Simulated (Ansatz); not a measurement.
Basis-set extrapolation for CHCl2F3OSi, SMILES `FC(F)(F)O[SiH](Cl)Cl` (PBE0-D4/def2-TZVP geometry, frozen core, Ansatz). Multiplicity 1, RHF reference.

```csv
,def2-TZVPP,def2-QZVPP
HF,-1619.964378,-1620.017066
MP2 correlation,-1.612644,-1.764044
CCSD(T) correlation,-1.710840,not run
```

Energies in hartree. Use E(X) = E(∞) + A·exp(−7.88·√X) for Hartree–Fock and E(X) = E(∞) + B·X^(−2.97) for correlation, with X = 3 and 4, and add CCSD(T) minus MP2 of the smaller set to the MP2 limit.

Problem. What is the CCSD(T) energy at the basis-set limit?

Solution. HF limit: -1620.017066 + (-0.052688) × 0.13774 = -1620.02432. MP2 limit: -1.764044 + (-0.151400) × 0.74074 = -1.87619. Higher-order term: -1.710840 − (-1.612644) = -0.09820. Total: -1621.99871 hartree, 8.80 eV below CCSD(T)/def2-TZVPP.
